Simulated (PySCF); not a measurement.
Choosing a basis for TDDFT

Species: Al2Cl6.
SMILES: `[Cl][Al-]1([Cl])[Cl+][Al-]([Cl])([Cl])[Cl+]1`

TDDFT with PBE0 (PySCF), vertical singlets, core orbitals frozen in the response, spherical d and f functions. Isolated species at its PBE0-D3(BJ)/def2-SVP geometry, gas phase.

Q: How do the low singlets change with the basis? Take 6-31G*, def2-SVP, 6-31+G*, def2-SVPD, aug-cc-pVDZ and def2-TZVP.

A: 

| basis | functions | diffuse | S1 (eV) | S2 (eV) | S3 (eV) | S4 (eV) | S5 (eV) | LUMO (eV) | α (au) |
| --- | --- | --- | --- | --- | --- | --- | --- | --- | --- |
| 6-31G* | 144 | no | 7.14 | 7.22 | 7.24 | 7.37 | 7.45 | -1.19 | 94.5 |
| def2-SVP | 144 | no | 7.32 | 7.40 | 7.42 | 7.53 | 7.63 | -0.83 | 88.1 |
| 6-31+G* | 176 | yes | 7.01 | 7.08 | 7.11 | 7.24 | 7.31 | -1.43 | 105.9 |
| def2-SVPD | 210 | yes | 7.09 | 7.18 | 7.19 | 7.34 | 7.38 | -1.34 | 121.5 |
| aug-cc-pVDZ | 216 | yes | 7.01 | 7.09 | 7.09 | 7.24 | 7.28 | -1.35 | 121.8 |
| def2-TZVP | 296 | no | 7.23 | 7.30 | 7.31 | 7.44 | 7.50 | -1.01 | 112.0 |

States are compared by their number. Against the largest diffuse basis here (aug-cc-pVDZ, itself not a converged limit), sets without diffuse functions differ by up to 0.32 eV in S1 and 0.35 eV in S5; the smaller diffuse sets differ by up to 0.09 and 0.10 eV. State by state, the largest deviation of a set without diffuse functions is S1 0.32, S2 0.31, S3 0.33, S4 0.29, S5 0.35 eV. The same number needn't mean the same state in each row. Against aug-cc-pVDZ the polarisability deviates by -22% in 6-31G*, -28% in def2-SVP, -13% in 6-31+G*, 0% in def2-SVPD, -8% in def2-TZVP.
